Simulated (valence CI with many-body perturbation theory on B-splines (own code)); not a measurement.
**Sensitivity of CI+MBPT for Pd XV**

Computed by relativistic CI+MBPT: four valence electrons over a frozen Dirac-Fock core [Ar] 3d10, radial functions for each j: 6 s, 6 p, 5 d, 3 f, 1 g, with the one-electron correlation potential Σ1 (screened to all orders), the two-electron term Σ2, the three-electron term Σ3, Breit, model QED; selected single and double excitations, second order for the rest, scaled by the run's own slope (own B-spline code, finite nucleus).

No measured levels were compared; by estimate levels hold to about 250 cm⁻¹ or 0.2 % of their energy and the worst to 1 %, as in measured heavy ions of charge 2 to 7; those with d or f electrons hold less well.

The reference run has the lowest level 4s²4p² ³P_0 and an ionisation energy of 343.363 eV. Its largest variational space holds 10008 state functions.

Names give the largest LS component (configuration and term), which can be under half, so a name can repeat, a term be missing and a line seem to break the LS rules; names also repeat where a configuration has a term twice.

Changed runs:
A. averaging of valence orbitals over low configurations on → off; cutoff of virtual states (hartree) 4232 → 2160
B. highest l in the core sums 6 → 4
C. hole-hole ladder in Σ2 on → off
D. start configuration 4s2 4p2 → 4s2 4p3 (bad on purpose)

Excitation energies of the reference run in cm⁻¹, and shifts in cm⁻¹:

```tsv
Level	Reference	A	B	C
4s²4p² ³P_1	36815	-1.0	+29	-17
4s²4p² ³P_2	50076	-0.8	+27	-2.2
4s²4p² ¹D_2	98376	-2.1	+51	+0.1
4s²4p² ¹S_0	134702	-5.7	+40	+58
4s4p³ ⁵S°_2	286065	+6.3	-7.5	-92
4s4p³ ³D°_1	344187	+2.6	-23	-22
4s4p³ ³D°_2	349302	+3.1	-12	-33
4s4p³ ³D°_3	363858	+2.7	-2.1	-38
4s4p³ ³P°_0	394909	+0.6	-12	+10
4s4p³ ³P°_1	400487	+0.4	-6.0	+2.2
4s4p³ ³P°_2	405831	-0.5	+1.0	-5.9
4s4p³ ¹D°_2	448473	-3.6	+19	+1.2
Ionisation energy (eV)	343.363	-0.00089	+0.062	-0.014
```

Run D: It gave no result: the electrons of core and valence do not add up to the charge. The program said: "core and valence hold 33 electrons, the ion has 32".
